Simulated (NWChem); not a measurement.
# AgH3O; SMILES [OH2]->[AgH]

```xyz
5

Ag     0.0013    -0.2967    -0.0546
H      0.0081    -1.8932     0.0580
O     -0.0083     1.9644    -0.1531
H     -0.7810     2.3040     0.3393
H      0.7618     2.3105     0.3390
```
Atoms are numbered in this order, from 1.

Program: NWChem. Coordinates come from a PBE-D3(BJ)/def2-SVP optimisation. def2 effective core potentials on Ag; no spin-orbit coupling. Static field.

Question: What does the run give for B3LYP/def2-SVPD? Quantities: isotropic polarisability (bohr³); anisotropy (bohr³).

Answer: The isotropic polarisability (bohr³) is 47.4 and the anisotropy (bohr³) comes out as 13.3.
